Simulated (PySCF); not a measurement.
**A small calculation by hand: oscillator strength and radiative lifetime**

C4H8OSi, SMILES [SiH3]/C=C1\CCO1.

Geometry: ωB97X-D3(BJ)/def2-SVP. The structure was generated by enumeration; whether it is a known compound was not checked.

TDDFT-PBE/def2-SVPD run with PySCF puts the first singlet state with f over 0.02 at 5.74 eV (vertical), with the transition dipole (-0.163, 1.369, 0.000) in atomic units.

Q: Find the oscillator strength, the wavelength and the radiative lifetime that this transition would have in vacuum if emission retraced absorption.

A: 
|μ|² = 1.9007 au, so |μ| = 3.50 D. ΔE = 5.74/27.211 = 0.2109 hartree. f = (2/3) ΔE |μ|² = 0.267 (the program prints 0.267).
λ = 1239.84/5.74 = 216 nm; ν = 46296 cm⁻¹.
Einstein's coefficient A = 0.6670 ν² f s⁻¹ (ν in cm⁻¹) = 3.8e8 s⁻¹, so τ = 1/A = 2.6 ns. This state is S3; the lower singlets have f = 0.002, 0.002. The figure is the radiative limit of this one transition; relaxation, internal conversion, crossing to triplets and a medium change what is measured.
